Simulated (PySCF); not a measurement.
Species: C4H4FNOS (charge -1 and doublet state).
Geometry (GFN2-xTB, Å), atoms numbered from 1 in this order:
```
atom  x, y, z in Å
F1     3.3704   -0.1258    0.3377
C2     1.9964   -0.0660    0.3717
O3     1.5216    0.4315   -0.8218
C4     0.1345    0.3579   -0.9066
N5    -0.4768   -0.8286   -0.7795
C6    -1.7036   -0.7067   -0.2884
C7    -2.0632    0.5089    0.2344
S8    -0.7916    1.6926    0.0111
H9     1.7332    0.5900    1.2224
H10    1.6368   -1.0925    0.5547
H11   -2.3566   -1.5712   -0.2880
H12   -2.9999    0.8092    0.6647
```

The hyperfine couplings belong to this conformer and change with its torsions.

As a line formula: `FCO[C-]1[N]C=CS1` [radical] (charge -1).

Computed, not measured: UKS B3LYP, pcH-1 on C F H N O S, non-relativistic, mean-field spin-orbit, GIAO (PySCF). Whether the extra electron is bound in the gas phase wasn't checked; a finite basis holds it in any case. Couplings are sensitive to structure, and on GFN2-xTB geometries they can be far from those on DFT ones, by a factor of two or more for some ions and for spin on atoms past the first row. The SCF solution wasn't tested for stability.

Q: Match the computed a_iso(1H) values -17.9, -3.3, +2.0 MHz (means over equivalent nuclei) with the sites H9/H10; H11; H12.

A: 
```csv
site,a_iso (MHz),ρ(0) (bohr⁻³),position,distance from C4 (Å),bound to,spin population there,largest |T| (MHz)
H9/H10,-3.3,-0.0007,3 bonds from C4,2.61,C2,+0.04,3.1
H11,+2.0,+0.0004,3 bonds from C4,3.21,C6,-0.08,3.1
H12,-17.9,-0.0040,"3 bonds from C4, on C7 of spin population +0.26",3.54,C7,+0.26,11.7
```

ρ(0) is the spin density at the nucleus and T the dipolar tensor; a_iso includes a spin–orbit part; entries for several nuclei are means. The largest Mulliken spin populations are on C4 (+0.49), C7 (+0.26), S8 (+0.17) and N5 (+0.12). Three atoms exceed +0.15. The positive populations add up to 1.10 and the negative ones to -0.10, together 2S = 1.

The spin density at the nucleus, in bohr⁻³, is negative for C6 (-0.0071) and H12 (-0.0040), for instance. A restricted open-shell determinant has no negative spin density anywhere; here it arises because α and β orbitals differ (spin polarisation).

Means are taken over nuclei equivalent by connectivity, which assumes that they swap fast.

N5, the radical centre as drawn in `FCO[C-]1[N]C=CS1`, holds a spin population of +0.12 out of 1.
